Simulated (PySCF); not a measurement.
**GeH12Si4: core ionisation energies**

n-SiSiGeSiSiH12.
Geometry (PBE0-D3(BJ)/def2-SVP, Å), atoms numbered from 1 in this order:
```xyz
17
GeH12Si4 angstrom
Si    -0.839    2.384   -0.696
Si     0.891    0.997   -1.458
Ge     0.117   -1.260   -1.444
Si    -0.824   -1.673    0.710
Si     0.694   -0.940    2.338
H     -0.425    3.821   -0.670
H     -1.232    1.967    0.685
H     -2.028    2.236   -1.592
H      1.333    1.411   -2.826
H      2.058    1.099   -0.525
H      1.287   -2.231   -1.704
H     -0.937   -1.471   -2.549
H     -2.100   -0.901    0.840
H     -1.127   -3.127    0.895
H      0.195   -1.225    3.718
H      2.010   -1.623    2.146
H      0.898    0.535    2.193
```

Computed, not measured: delta-SCF UKS SCAN, pcX-2 on the ionised atom, pcseg-1 elsewhere, spin-free X2C in PySCF. Binding energies are ΔSCF values: E(core-ionised, relaxed orbitals) − E(ground state) at a fixed geometry, referred to the vacuum level.

Question: What binding energy does each computed site have?

Answer: 
```csv
atom(s),environment,level,binding energy (eV),2p1/2 (eV),above the level's lowest (eV),count
Si1/Si5,silicon bonded to Si and 3 H,Si 2p3/2,106.45,107.08,+0.29,2
Si1/Si5,silicon bonded to Si and 3 H,Si 1s,1846.15,–,+0.31,2
Si2/Si4,"silicon bonded to Ge, Si and 2 H",Si 2p3/2,106.16,106.78,0.00,2
Si2/Si4,"silicon bonded to Ge, Si and 2 H",Si 1s,1845.84,–,0.00,2
```

The listed Si 1s values span 0.31 eV, from Si2/Si4 (bonded to 2 H, Ge and Si) to Si1/Si5 (bonded to 3 H and Si).

Lowest listed Si 2p3/2: Si2/Si4, bonded to 2 H, Ge and Si. Highest, 0.29 eV above it: Si1/Si5, bonded to 3 H and Si.

Question: Express the binding energy of Si 1s of Si1/Si5 in atomic units and per mole.

Answer: 1846.15 eV = 67.8448 Eh = 178126 kJ/mol.

Question: What is the longest wavelength that can ionise Si 1s of Si1/Si5 vertically?

Answer: λ = hc/E = 12398.42 eV Å / 1846.15 eV = 6.716 Å.

Topologically equivalent atoms share the value of their first member; where this conformer doesn't relate them by symmetry, their own values could differ. The 2p values aren't plain energy differences: one relaxed spin-free 2p hole is combined with a matrix within the shell (ground-state 2p orbital-energy differences and spin–orbit coupling). 2p3/2, the mean of its two sublevels, lies a third of the splitting below the shell's mean and 2p1/2 two thirds above it; the statistical areas are 2:1. 2p1/2 minus 2p3/2 (ligand field included): Si 0.62 eV. No level of germanium is listed. The structure is a single PBE0-D3(BJ)/def2-SVP conformer in the gas phase; no vibrational or solvent corrections.

The run took 42 s on one thread of an Arm Neoverse V1, shared host, and the process peaked at 0.67 GiB of memory.
